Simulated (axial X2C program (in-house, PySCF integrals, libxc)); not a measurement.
Outer orbitals of GeTe at 2.345 Å, HF

All values were computed with an in-house relativistic program for diatomic molecules. Spin-free means the one-electron spin-free X2C Hamiltonian; two-component (2c) means X2C with spin–orbit coupling and atomic mean-field two-electron Coulomb and Gaunt terms, so the difference of the two also holds small scalar two-electron terms. Basis: Te dyall-cv3z [11s12p8d4f1g], Ge dyall-cv3z [9s9p7d4f1g] (cores contracted in-house); Gaussian nuclei, density fitting, unrestricted open shells. Masses: Te 129.906 u, Ge 73.921 u.

The distance is close to the 2c PBE0 minimum; the highest filled and lowest empty levels are listed.

Spin-free orbitals, state M_S = 0, Λ = 0 (closed shell) (Löwdin shares):

```tsv
symmetry	occupied	ε (eV)	atomic character
σα	yes	-21.99	59% Te s, 23% Ge s, 10% Ge p
σα	yes	-15.65	50% Ge s, 22% Te p, 19% Te s
σα	yes	-9.48	43% Ge p, 42% Te p, 10% Ge s
π+α	yes	-8.83	72% Te p, 22% Ge p, 4% Ge d
π-α	yes	-8.83	72% Te p, 22% Ge p, 4% Ge d
π-α	no	0.05	70% Ge p, 19% Te p, 6% Te d
π+α	no	0.05	70% Ge p, 19% Te p, 6% Te d
σα	no	2.40	51% Ge p, 20% Te p, 11% Ge d
σα	no	4.45	52% Ge s, 16% Te s, 12% Te d
```

One partner of each degenerate Kramers or spin pair is listed.

Spinors with spin–orbit coupling (state Ω = 0):

| ω | occupied | ε (eV) | atomic character | λ mixture |
| --- | --- | --- | --- | --- |
| 1/2 | yes | -21.98 | 60% Te s, 23% Ge s, 10% Ge p | 100% σ |
| 1/2 | yes | -15.64 | 50% Ge s, 22% Te p, 19% Te s | 100% σ |
| 1/2 | yes | -9.63 | 52% Te p, 34% Ge p, 9% Ge s | 77% σ, 23% π |
| 1/2 | yes | -8.98 | 65% Te p, 27% Ge p, 3% Ge d | 78% π, 22% σ |
| 3/2 | yes | -8.56 | 69% Te p, 25% Ge p, 4% Ge d | 100% π |
| 1/2 | no | 0.03 | 73% Ge p, 16% Te p, 6% Te d | 100% π, 0% σ |
| 3/2 | no | 0.12 | 67% Ge p, 22% Te p, 6% Te d | 100% π |
| 1/2 | no | 2.42 | 51% Ge p, 20% Te p, 12% Ge d | 100% σ |
| 1/2 | no | 4.46 | 52% Ge s, 16% Te s, 12% Te d | 100% σ |

One partner of each degenerate Kramers or spin pair is listed.

Task: How does the gap between the highest filled and lowest empty level change from the spin-free to the 2c table?

Result: From 8.88 to 8.59 eV at HF, a change of -0.29 eV.

Mulliken charges and populations of the two-component result (they depend on the basis, above all on diffuse functions):

Te -0.21 e (s 9.90 p 22.25 d 20.05 f 0.01), Ge 0.21 e (s 7.88 p 13.77 d 10.12 f 0.01).

The state is one determinant whose occupation by symmetry is held fixed; it was picked as the lowest of a PBE0 search that is not exhaustive.
